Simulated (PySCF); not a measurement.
**Correlation energy of Ge (germanium, neutral)**

[Ar] 3d10 4s1 4p2 5s1, high-spin 5P determinant (an excited configuration). Calculation: PySCF 2.14, in aug-cc-pVTZ-PP with ECP10MDF; a scalar-relativistic core potential. Frozen: 3s2 3p6 3d10; 4 electrons correlated.

```csv
level,correlation energy (mhartree)
CCSD,-20.42
(T),-0.33
CCSD(T),-20.75
```

Diagnostics: T1 = 0.012, D1 = 0.0315, largest double amplitude 0.034.

The outer electron is Rydberg-like, and this basis confines it to a smaller radius and binds it less than a complete one would.

Cost of the coupled-cluster step: about 1 core-seconds, for 4 correlated electrons.
